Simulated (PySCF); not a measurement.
Species: CH6N2Si2Te.
Numbering: `[N:1]#[C:2][Te:3][Si@@H:4]([NH2:5])[SiH3:6]` (hydrogens: H7 on Si4; H8, H9 on N5; H10, H11, H12 on Si6)

Cartesian coordinates in Å at the PBE0-D3(BJ)/def2-SVP level; atoms count from 1:
```
atom  x, y, z in Å
N1    -1.7700    3.1328   -0.7557
C2    -1.7845    2.0344   -1.1365
Te3   -1.7681    0.0828   -1.7651
Si4   -0.4465   -0.4970    0.3747
N5    -0.2118   -2.1937    0.5291
Si6    1.6211    0.5786    0.1627
H7    -1.3122   -0.0229    1.4908
H8    -0.9679   -2.8099    0.8057
H9     0.4887   -2.6780   -0.0202
H10    1.4289    1.9690   -0.3375
H11    2.3469    0.5906    1.4699
H12    2.4149   -0.2149   -0.8273
```

Theory: PBE0-D3(BJ)/def2-SVP geometry optimisation, gas phase, def2 core potentials past Kr (PySCF 2.14.0).

Masses are those of the commonest isotopes; rigid-rotor values at the optimised geometry. The values belong to one conformer with, in the numbering `[N:1]#[C:2][Te:3][Si@@H:4]([NH2:5])[SiH3:6]`, C2–Te3–Si4–N5 175°, Te3–Si4–N5–H -75° and 77°.

Task: Give the principal moments of inertia and the rotational constants in cm⁻¹.

Result: Ia = 317.99, Ib = 570.38, Ic = 775.22 u·Å²; 505379 MHz·u·Å²/I gives 1589, 886.0 and 651.9 MHz, that is A = 0.05301, B = 0.02955, C = 0.02175 cm⁻¹.

Task: What kind of rotor is it?

Result: An asymmetric top. Ray's parameter κ = (2B − A − C)/(A − C) = -0.500; −1 is the prolate and +1 the oblate limit.

Task: What does the inertial defect say?

Result: Not planar: Δ = Ic − Ia − Ib = -113.16 u·Å². For a rigid frame Δ = −2 Σ m c², so Σ m c² = 56.58 u·Å² lies off the ab plane: 10.67 from hydrogen and 45.91 from heavier atoms. The atom farthest from that plane is 2.13 Å away.

Task: Give the other two planar moments, Paa and Pbb, and the rms extents of the mass along the axes.

Result: Paa = Σ m a² = (Ib + Ic − Ia)/2 = 513.80 and Pbb = Σ m b² = (Ia + Ic − Ib)/2 = 261.41 u·Å². With the mass M = 231.91 u, the rms extents √(P/M) along a, b and c are 1.49, 1.06, 0.49 Å.

Task: Which types of transition are allowed, and where do some lines up to J = 3 fall?

Result: The dipole components are |μa| = 2.77 D, |μb| = 5.03 D, |μc| = 0.91 D. The squared components, which scale the intensities, stand as 0.30 : 1.00 : 0.03 (a : b : c). Some lines, for components of 0.1 D or more:

| type | branch | J(Ka,Kc) | MHz | lower level (cm⁻¹) |
| --- | --- | --- | --- | --- |
| a | Q | 2(1,1) ← 2(1,2) | 702 | 0.170 |
| b | Q | 2(1,1) ← 2(0,2) | 1221 | 0.152 |
| a | Q | 3(1,2) ← 3(1,3) | 1398 | 0.311 |
| a | R | 1(0,1) ← 0(0,0) | 1538 | 0.000 |
| b | Q | 3(1,2) ← 3(0,3) | 1722 | 0.300 |
| c | Q | 3(2,2) ← 3(1,2) | 1793 | 0.357 |
| c | Q | 2(2,1) ← 2(1,1) | 2110 | 0.193 |
| b | Q | 2(2,0) ← 2(1,1) | 2159 | 0.193 |
| c | R | 1(1,0) ← 0(0,0) | 2475 | 0.000 |
| b | Q | 2(2,1) ← 2(1,2) | 2812 | 0.170 |
| b | R | 3(1,2) ← 2(2,1) | 2820 | 0.263 |
| a | R | 2(0,2) ← 1(0,1) | 3027 | 0.051 |
| b | R | 2(1,2) ← 1(0,1) | 3545 | 0.051 |
| b | Q | 3(3,0) ← 3(2,1) | 3902 | 0.425 |
| b | Q | 3(3,1) ← 3(2,2) | 4130 | 0.417 |
| a | R | 3(1,3) ← 2(1,2) | 4235 | 0.170 |
| c | R | 2(1,1) ← 1(0,1) | 4247 | 0.051 |
| a | R | 3(0,3) ← 2(0,2) | 4429 | 0.152 |
| a | R | 3(2,2) ← 2(2,1) | 4614 | 0.263 |
| b | R | 3(1,3) ← 2(0,2) | 4753 | 0.152 |
| a | R | 3(1,2) ← 2(1,1) | 4930 | 0.193 |
| c | R | 2(2,0) ← 1(1,0) | 5469 | 0.083 |
| c | R | 3(1,2) ← 2(0,2) | 6151 | 0.152 |
| b | R | 3(2,2) ← 2(1,1) | 6724 | 0.193 |
| c | R | 3(2,1) ← 2(1,1) | 6957 | 0.193 |
| c | R | 3(3,0) ← 2(2,0) | 8701 | 0.265 |
| b | R | 3(3,0) ← 2(2,1) | 8750 | 0.263 |

Task: Estimate the classical rotational partition function at 50 K, 100 K and 500 K.

Result: Point group C1, symmetry number σ = 1; q = (√π/σ)·√((kT/h)³/(ABC)), k/h = 20836.6 MHz/K: 62200 at 50 K, 176000 at 100 K, 1970000 at 500 K.

No frequency check. These are rigid-rotor constants of the computed structure; measured ground-state constants (B0) also hold zero-point vibration. A rigid rotor knows nothing of inversion at nitrogen or internal rotation, which can split or shift real lines. Quadrupole hyperfine structure (14N) is left out.
